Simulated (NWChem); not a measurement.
System: BHOF cation; SMILES [OH+]=BF

```xyz
4

O      0.0003    -1.1863     0.0000
B     -0.0002     0.0383     0.0000
F      0.0001     1.2788     0.0000
H     -0.0039    -2.1552     0.0000
```
Atoms are numbered in this order, from 1.

All runs: NWChem. Pople sets run with spherical d functions. Coordinates come from a PBE0/def2-SVP optimisation. GIAO values for the isolated, static molecule; σ is the absolute isotropic shielding, δ = σ(reference) − σ with the isolated reference molecule computed at the same levels (11B: boron trifluoride, 19F: trichlorofluoromethane, 1H: tetramethylsilane, 17O: water).

| level | δ O1 (ppm) | δ B2 (ppm) | δ F3 (ppm) | δ H4 (ppm) |
|---|---|---|---|---|
| PBE0/pcSseg-1 | 45.1 | -13.9 | -159.1 | 7.79 |
| Hartree-Fock/6-31G* | 11.8 | -7.8 | -100.2 | 8.46 |
| KT2/pcSseg-1 | ? | ? | ? | ? |
| LDA (Slater exchange, VWN5)/pcSseg-1 | 60.6 | -16.5 | -185.0 | 7.25 |

Question: Complete the blanks.

Answer: 
- KT2/pcSseg-1, δ O1 (ppm): 39.6
- KT2/pcSseg-1, δ B2 (ppm): -15.8
- KT2/pcSseg-1, δ F3 (ppm): -195.9
- KT2/pcSseg-1, δ H4 (ppm): 7.68
